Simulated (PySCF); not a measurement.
Atom-mapped SMILES (the numbers label the heavy atoms): `[CH3:1][c:2]1[o:3][c:4]([SiH3:5])[cH:6][p:7]1`. Each H is labelled by its parent atom.

[PySCF: GIAO PBE0/pcSseg-1 shieldings; GFN2-xTB geometry; one computed conformer; non-relativistic Hamiltonian; rapidly exchanging positions averaged; in vacuum]

Referencing at the same level of theory: 13C (186.93 ppm) and 1H (31.72 ppm) and 29Si (349.16 ppm) vs TMS; 17O (336.08 ppm) vs H2O; H3PO4 for 31P (318.38 ppm).

```csv
atoms,nucleus,count,δ (ppm)
H(C6),1H,1,7.65
Si5,29Si,1,?
O3,17O,1,380.0
P7,31P,1,?
C1,13C,1,21.8
C6,13C,1,145.9
C2,13C,1,210.8
C4,13C,1,160.8
H(C1),1H,3,?
H(Si5),1H,3,4.52
```

Complete the table.

## Answers


- H(C1): 2.89 ppm, hydrogen on a methyl carbon on an aromatic ring; benzylic-type position, deshielded by the ring
- Si5: -84.0 ppm, silicon bonded to C, 3 H
- P7: 115.7 ppm, phosphorus bonded to 2 C, in a 5-membered ring

Shifts are as computed. Against solution values, carbons near 30 ppm lie about +3 ppm off and those near 130 ppm about +5 ppm. Of 1211 compounds with measured shifts, 218 miss one by over three times the rms of a fit or turn the order of signals round; such compounds aren't used in these exercises. Unscaled 17O shifts of doubly bonded oxygen tend to come out too high, by tens of ppm or more. Experimental scales use liquid or dissolved standards, which lie at an offset from isolated H2O (liquid H2O: subtract about 36 ppm) and H3PO4.
